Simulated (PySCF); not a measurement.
C3H3ClF2.

```xyz
9

F     -1.9146    -1.5166     0.5855
C     -1.3420    -0.3066     0.8408
F     -2.0090     0.6340     0.1202
C      0.1108    -0.3446     0.4763
C      0.6501     0.5202    -0.3823
Cl     2.3248     0.5078    -0.8213
H     -1.5006    -0.0864     1.9132
H      0.7091    -1.1214     0.9596
H      0.0679     1.3032    -0.8713
```
Charge 0, spin multiplicity 1.

The structure is a stationary point at B3LYP-D3(BJ)/def2-SVP. Other conformers were not sampled.

These are PBE/pcSseg-1 (PySCF) values and carry that method's errors. Non-relativistic, no solvent.

Computed absolute GIAO shielding of each atom: isotropic value and principal components (ppm):
| atom | σ(iso) | σ11 | σ22 | σ33 | span |
|---|---|---|---|---|---|
| F1 | 278.0 | 173.3 | 307.8 | 352.9 | 179.6 |
| C2 | 58.6 | 36.4 | 60.4 | 79.0 | 42.5 |
| F3 | 306.9 | 206.7 | 334.1 | 379.8 | 173.2 |
| C4 | 47.1 | -55.9 | 72.9 | 124.4 | 180.2 |
| C5 | 39.3 | -55.6 | 50.3 | 123.0 | 178.6 |
| Cl6 | 681.7 | 440.1 | 694.9 | 910.2 | 470.1 |
| H7 | 24.7 | 22.3 | 23.5 | 28.1 | 5.8 |
| H8 | 25.3 | 22.8 | 24.3 | 28.9 | 6.1 |
| H9 | 24.6 | 20.3 | 23.9 | 29.5 | 9.2 |
